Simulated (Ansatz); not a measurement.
[AuF4]- (AuF₄⁻), relaxed as a singlet with RKS PBE0-D4/def2-SVPD in Ansatz, starting from the GFN2-xTB geometry. Force threshold 0.02 eV/Å.

In the def2 sets Au takes a core potential; there is no spin–orbit coupling.

Start:

```xyz
5

Au    0.0005    0.0002    0.0000
F    -1.3637    1.2631   -0.2254
F    -0.1754   -0.5079   -1.7940
F     1.3634   -1.2645    0.2257
F     0.1751    0.5091    1.7937
```

Problem. Estimate the energy that the relaxation releases and the steps that it takes.

Solution. 0.19 eV, in 4 steps; 8.5 s on 2 threads of Arm Neoverse V1 on a shared host. No frequencies were taken in this run, so the end may be a saddle point.

Problem. Does the start keep its bonding and symmetry?

Solution. By distances, no bond broke or formed. The bond that changes most is Au1–F5, from 1.87 to 1.93 Å (atoms count from 1). Point group D4h at the start, D4h at the end, both within 0.05 Å.

Problem. Predict the relaxed structure.

Solution. 
```xyz
5

Au    0.0000    0.0000    0.0000
F    -1.4077    1.3048   -0.2326
F    -0.1808   -0.5251   -1.8520
F     1.4077   -1.3048    0.2326
F     0.1807    0.5251    1.8520
```
Bond lengths: 4 × Au–F 1.93 Å.
